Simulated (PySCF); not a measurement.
**Correlation energy of V (vanadium, neutral)**

[Ar] 3d3 4s2, high-spin 4F determinant. Computed with PySCF 2.14 in def2-TZVP, with no relativity, point nucleus. Frozen: [Ar]; 5 electrons correlated.

MP2 pair energies summed by pair of shells (mhartree):

```json
{"pair": "4s-4s", "energy": "-19.44", "share (%)": "39.9"}
{"pair": "3d-3d", "energy": "-14.96", "share (%)": "30.7"}
{"pair": "3d-4s", "energy": "-14.31", "share (%)": "29.4"}
```

Total MP2 correlation energy: -48.71 mhartree.

Same-spin part -21.21 and opposite-spin part -27.50 mhartree; SCS-MP2 scales them by 1/3 and 6/5 to -40.07 mhartree.
